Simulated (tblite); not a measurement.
Species: C3H4NO3S (charge -1).
SMILES with atom numbers: `[H]/[N:4]=[C:3](/[CH:2]=[CH2:1])[S:5](=[O:6])(=[O:7])[O-:8]` (hydrogens: H9, H10 on C1; H11 on C2; H12 on N4)

Geometry (GFN2-xTB, Å), atoms numbered from 1 in this order:
```
atom  x, y, z in Å
C1     1.448   -0.109   -1.127
C2     1.009    0.831   -0.300
C3    -0.152    0.609    0.528
N4    -0.542    1.414    1.417
S5    -1.123   -0.914    0.229
O6    -0.220   -2.029    0.527
O7    -2.233   -0.783    1.176
O8    -1.530   -0.846   -1.175
H9     0.943   -1.058   -1.168
H10    2.307    0.044   -1.764
H11    1.488    1.802   -0.218
H12   -1.393    1.040    1.850
```

Computed geometry: GFN2-xTB, gas phase.

Masses are those of the commonest isotopes; rigid-rotor values at the optimised geometry. The values belong to one conformer with, in the numbering `[H]/[N:4]=[C:3](/[CH:2]=[CH2:1])[S:5](=[O:6])(=[O:7])[O-:8]`, C1–C2–C3–N4 173°, C2–C3–S5–O6 63°.

(1) Give the principal moments of inertia and the rotational constants in GHz.

(2) Classify the top.

(3) Is it planar, by Δ = Ic − Ia − Ib?

Answers

(1) Ia = 189.47, Ib = 269.38, Ic = 362.35 u·Å²; 505379 MHz·u·Å²/I gives 2667, 1876 and 1395 MHz, that is A = 2.6673, B = 1.8761, C = 1.3947 GHz.

(2) An asymmetric top; Ray's κ = -0.244.

(3) Not planar: Δ = Ic − Ia − Ib = -96.50 u·Å². For a rigid frame Δ = −2 Σ m c², so Σ m c² = 48.25 u·Å² lies off the ab plane: 0.08 from hydrogen and 48.17 from heavier atoms. The atom farthest from that plane is 1.24 Å away.

Its GFN2-xTB frequencies are all real (lowest 39 cm⁻¹). Zero-point vibration and centrifugal distortion are left out.

Time: 0.37 s of wall time. Hardware: one thread, Arm Neoverse V1 (aarch64), no GPU, shared host. These figures are those of the optimisation.
